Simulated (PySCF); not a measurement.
Compound: H₁₁NSi₄.
SMILES with atom numbers: `[SiH3:1][SiH2:2][N:3]([SiH3:4])[SiH3:5]` (hydrogens: H6, H7, H8 on Si1; H9, H10 on Si2; H11, H12, H13 on Si4; H14, H15, H16 on Si5)

Computed by this run: PySCF, PBE0-D3(BJ)/def2-SVP geometry optimisation, gas phase; density fitting, grid level 1; the optimiser is geomeTRIC in internal coordinates, started from a GFN2-xTB structure.

At the end of the run (lengths in Å): Si1–Si2 2.348, Si4–H11 1.495, Si5–H16 1.495, Si5–H14 1.495, Si4–H13 1.495, Si2–H10 1.498, Si1–H7 1.496, Si2–N3–Si4 120.2°, Si4–N3–Si5 120.4°, Si1–Si2–N3 110.2°, Si1–Si2–N3–Si4 71°, H9–Si2–Si1–H6 -57°, H6–Si1–Si2–N3 180°.

**Question.** These geometries were met on the way; a selection of coordinates is given. Order them by energy above the end point, lowest first.
A. Si1–Si2 2.347, Si4–H11 1.494, Si5–H16 1.497, Si5–H14 1.495, Si4–H13 1.498, Si2–H10 1.498, Si1–H7 1.498, Si2–N3–Si4 119.2°, Si4–N3–Si5 122.0°, Si1–Si2–N3 111.1°, Si1–Si2–N3–Si4 61°, H9–Si2–Si1–H6 -79°, H6–Si1–Si2–N3 157°
B. Si1–Si2 2.353, Si4–H11 1.496, Si5–H16 1.495, Si5–H14 1.495, Si4–H13 1.494, Si2–H10 1.499, Si1–H7 1.495, Si2–N3–Si4 119.6°, Si4–N3–Si5 119.9°, Si1–Si2–N3 111.6°, Si1–Si2–N3–Si4 72°, H9–Si2–Si1–H6 -68°, H6–Si1–Si2–N3 168°
C. Si1–Si2 2.349, Si4–H11 1.495, Si5–H16 1.495, Si5–H14 1.495, Si4–H13 1.495, Si2–H10 1.498, Si1–H7 1.496, Si2–N3–Si4 120.3°, Si4–N3–Si5 120.2°, Si1–Si2–N3 109.6°, Si1–Si2–N3–Si4 71°, H9–Si2–Si1–H6 -57°, H6–Si1–Si2–N3 180°
D. Si1–Si2 2.344, Si4–H11 1.496, Si5–H16 1.495, Si5–H14 1.497, Si4–H13 1.500, Si2–H10 1.498, Si1–H7 1.498, Si2–N3–Si4 116.6°, Si4–N3–Si5 120.1°, Si1–Si2–N3 110.0°, Si1–Si2–N3–Si4 67°, H9–Si2–Si1–H6 -107°, H6–Si1–Si2–N3 131°
E. Si1–Si2 2.304, Si4–H11 1.460, Si5–H16 1.461, Si5–H14 1.462, Si4–H13 1.464, Si2–H10 1.469, Si1–H7 1.468, Si2–N3–Si4 118.2°, Si4–N3–Si5 118.8°, Si1–Si2–N3 110.3°, Si1–Si2–N3–Si4 68°, H9–Si2–Si1–H6 -108°, H6–Si1–Si2–N3 132°

**Answer.** C (0.000 eV), B (0.012 eV), A (0.031 eV), D (0.066 eV), E (0.261 eV).

```tsv
step	E above end (eV)	rms distance from the end, all atoms (Å)	largest force (eV/Å)	rms shift of all bonds from the end (Å)
19	0.000	0.015	0.039	0.000
11	0.012	0.182	0.142	0.002
8	0.031	0.334	0.191	0.002
1	0.066	0.753	0.423	0.004
0	0.261	0.753	0.860	0.028
```

Rows stand in the order of the answer.
